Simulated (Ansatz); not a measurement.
[Ga(CN)H3]- (CH3GaN⁻), relaxed as a singlet with RKS PBE-D4/def2-TZVPD in Ansatz, starting from the GFN1-xTB geometry. Force threshold 0.02 eV/Å.

Start:

```xyz
6

Ga   -0.385    0.240   -0.449
C     0.831   -0.515    0.970
N     1.526   -0.956    1.788
H    -1.644   -0.699   -0.517
H     0.425    0.231   -1.797
H    -0.754    1.699    0.005
```

```json
{"step": "1", "energy (eV)": "-54944.8245", "largest force component (eV/Å)": "1.172", "SCF passes": "16"}
{"step": "2", "energy (eV)": "-54944.8600", "largest force component (eV/Å)": "0.113", "SCF passes": "22"}
{"step": "3", "energy (eV)": "-54944.8622", "largest force component (eV/Å)": "0.028", "SCF passes": "22"}
{"step": "4", "energy (eV)": "-54944.8622", "largest force component (eV/Å)": "0.007", "SCF passes": "13"}
```

Force components are those of the run's own axes.

End:

```xyz
6

Ga   -0.393    0.246   -0.459
C     0.838   -0.522    0.978
N     1.541   -0.965    1.803
H    -1.676   -0.725   -0.513
H     0.454    0.228   -1.829
H    -0.764    1.738    0.020
```

By distances, no bond broke or formed. The bond that changes most is Ga1–H4, from 1.57 to 1.61 Å (atoms count from 1).

No frequencies were taken in this run, so the end may be a saddle point.

Hardware: 4 threads of Arm Neoverse V1 on a shared host. Wall time 3.2 s.
